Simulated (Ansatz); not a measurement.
Geometry optimisation, Ansatz 0.2.0, RKS PBE/def2-SVP.

The input (input.yaml):

```yaml
crystal:
  periodic: [false, false, false]
  atoms:
    - { symbol: Ti, position_ang: [0.318973, 0.410682, -0.55468] }
    - { symbol: Cl, position_ang: [-1.219663, 0.106361, 2.660836] }
    - { symbol: F, position_ang: [1.095313, 0.153751, -2.085523] }
    - { symbol: Cl, position_ang: [-1.554601, 1.505767, -0.85556] }
    - { symbol: O, position_ang: [0.0201, -1.17358, 0.143389] }
    - { symbol: H, position_ang: [-0.467511, -1.233101, 1.002362] }
    - { symbol: Br, position_ang: [1.866095, 1.697543, 0.95536] }
    - { symbol: H, position_ang: [-0.042905, 0.750178, 2.685018] }
basis:
  gaussian: { orbitals: def2-SVP }
hamiltonian:
  xc: pbe
relax:
  f_tol: 0.03
  max_steps: 50
```

Launched with:

```bash
$ ansatz run input.yaml --threads 4 --pin off --max-ram 5120MiB --backend cpu --events-out ev --progress --plain --runs-dir out
```

Task: Where does it end, and by what steps?

Result: The run converged. The force dipped under the threshold on the way, but the program's further checks kept it going. After 11 steps the energy has fallen by 0.158 eV; Cl2 moved furthest, 0.74 Å.

```
step  energy less start (eV)  largest force component (eV/Å)  accepted
   0                  0.0000                           0.741       yes
   1                 -0.0911                           0.942       yes
   2                 -0.1154                           0.577       yes
   3                 -0.1304                           0.446       yes
   4                 -0.1428                           0.286       yes
   5                 -0.1528                           0.099       yes
   6                 -0.1549                           0.155       yes
   7                 -0.1561                           0.096       yes
   8                 -0.1569                           0.089       yes
   9                 -0.1573                           0.030       yes
  10                 -0.1577                           0.032       yes
  11                 -0.1578                           0.010       yes
```

```xyz
8
Properties=species:S:1:pos:R:3
Ti 0.294 0.472 -0.681
Cl -0.816 -0.260 3.155
F 1.326 0.000 -2.004
Cl -1.439 1.613 -1.400
O -0.246 -0.965 0.158
H -0.626 -1.033 1.072
Br 1.463 1.779 0.951
H 0.060 0.610 2.700
```

Whether the end is a true minimum wasn't checked by a vibrational analysis.

Run time: 32 s on 4 threads of Arm Neoverse V1, with other jobs on the host, peak memory 0.24 GiB.
